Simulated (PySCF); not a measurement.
# Ionisation energy of Nd³⁵⁺ by level of theory

Nd³⁵⁺ [Ar] 3d7 (4F) → Nd³⁶⁺ [Ar] 3d6 (5D), as a difference of total energies. Calculation: PySCF 2.14, in an even-tempered Gaussian basis (17 s from 5.6 bohr⁻², ratio 2.5; 11 p from 7.3 bohr⁻², ratio 2.5; 8 d from 7.3 bohr⁻², ratio 2.5; 4 f from 31 bohr⁻², ratio 2.7; 3 g from 47 bohr⁻², ratio 2.7); the non-relativistic Hamiltonian (point nucleus). Correlated levels: outer shells: [Ne] frozen; virtual orbitals above 40 to 60 times the deepest correlated orbital energy dropped. The calculations carry no spin-orbit coupling.

| method | ionisation energy (eV) |
| --- | --- |
| UHF | 2429.5 |
| LDA | 2429.8 |
| PBE | 2430.4 |
| PBE0 | 2430.7 |
| r2SCAN | 2431.9 |
| r2SCAN0 | 2431.8 |
| PW91 | 2431.1 |
| MP2 (outer shells) | 2430.6 |
| SCS-MP2 (outer shells) | 2430.8 |

Spin-orbit coupling is strong in these open shells (close to jj coupling). The scalar numbers leave it out and a first-order estimate fails, so it can dominate the gap to the real levels.

All relativistic terms are absent from these numbers, so their closeness to the reference says little about the methods.

For comparison: 2425 ± 5 eV (theoretical estimate listed by NIST; NIST Atomic Spectra Database, ionization energies).
